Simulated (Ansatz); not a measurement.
Gas-phase electronic energies from Ansatz, PBE0-D4/def2-TZVP geometries. CCSD(T)/CBS adds triple-zeta CCSD(T) − MP2 to the extrapolated MP2 energy (def2 sets, frozen cores). This one scheme is used for every species. DFT in def2-TZVPP. HSE06 is defined as in plane-wave codes. For Ge outer-core shells are correlated without core-valence functions, which leaves a few kJ/mol of doubt a bond. Scalar relativity is left out up to krypton. Each species was taken in one conformer, which may not be the lowest.

Reaction (germylene formation by 1,1-elimination): `[NH2][Ge]([NH2])([OH])[F]` → `[NH2][Ge][F]` + `NO`

`[NH2][Ge]([NH2])([OH])[F]`:

```xyz
10

N    -1.319    0.697   -0.728
Ge    0.000   -0.037    0.263
N     0.914   -1.197   -0.756
O     1.233    0.989    0.998
F    -0.863   -0.695    1.629
H    -1.013    1.276   -1.496
H    -2.040    1.167   -0.201
H     0.370   -1.898   -1.234
H     1.746   -1.592   -0.347
H     0.971    1.291    1.871
```

`[NH2][Ge][F]`:

Z-matrix (Å, degrees):
```
N
Ge 1 1.811
H 1 1.010 2 122.7
H 1 1.008 2 124.0 3 -180.0
F 2 1.768 1 94.5 3 -0.0
```

`NO`:

Cartesian coordinates in Å:
```
N 0.380 0.212 0.268
O -0.720 -0.402 -0.393
H 1.197 -0.265 -0.100
H 0.411 1.154 -0.112
H -1.268 -0.700 0.337
```

```tsv
level	ΔE (eV)	difference from CCSD(T)/CBS
r2SCAN0-D4	3.72	0.13
BHLYP-D4	3.58	-0.01
CAM-B3LYP-D4	3.41	-0.18
ωB97M-V	3.40	-0.19
PBE	3.04	-0.55
revPBE	2.85	-0.74
r2SCANh	3.59	0.00
HSE06	3.38	-0.21
LC-ωPBE	3.61	0.02
RPA@PBE/def2-TZVPP	3.40	-0.19
CCSD(T)/CBS	3.59	0
```

Problem. What do rigid-rotor, harmonic-oscillator terms from PBE0-D4/def2-TZVP frequencies (298.15 K, 1 bar) make of the CCSD(T)/CBS value? (An estimate is asked.)

Solution. Ansatz gave: ΔZPE = -0.01 eV, ΔH = +3.59 eV, ΔS = 160 J/(mol·K), ΔG = +3.10 eV.

Largest T1 diagnostic among the species: 0.014.

In def2-TZVPP, CCSD(T) changes the Hartree–Fock value by +0.03 eV (the triples alone add −0.01 eV) and MP2 by +0.28 eV. From PBE to PBE0 (25 % exact exchange), in def2-TZVPP and without D4, ΔE moves by +0.34 eV. The D4 term adds +0.15 eV with B3LYP and +0.08 eV with PBE0; it sums over pairs of atoms, weighted by their polarisabilities, and B3LYP, whose exchange is more repulsive, gets the larger term.

B3LYP here is the variant with VWN-RPA as its local correlation; programs differ in this.
